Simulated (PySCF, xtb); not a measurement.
SnHF, SMILES [F][SnH] (connectivity only; charge and spin as stated), neutral, multiplicity 1.

GFN2-xTB in xtb 6.7.1 at its own geometry gives an orbital gap of 3.25 eV and a dipole moment of 5.74 D.

Coordinates come from a PBE0-D3(BJ)/def2-TZVP optimisation. The def2 effective core potentials stand for the cores of Sn; spin–orbit coupling is left out.

### Question
What does HF/def2-TZVPD in PySCF give? (The exact figures need the calculation; the answer reports its results.)

### Answer
gap 9.16 eV (levels -9.42 and -0.26 eV), dipole 2.95 D.
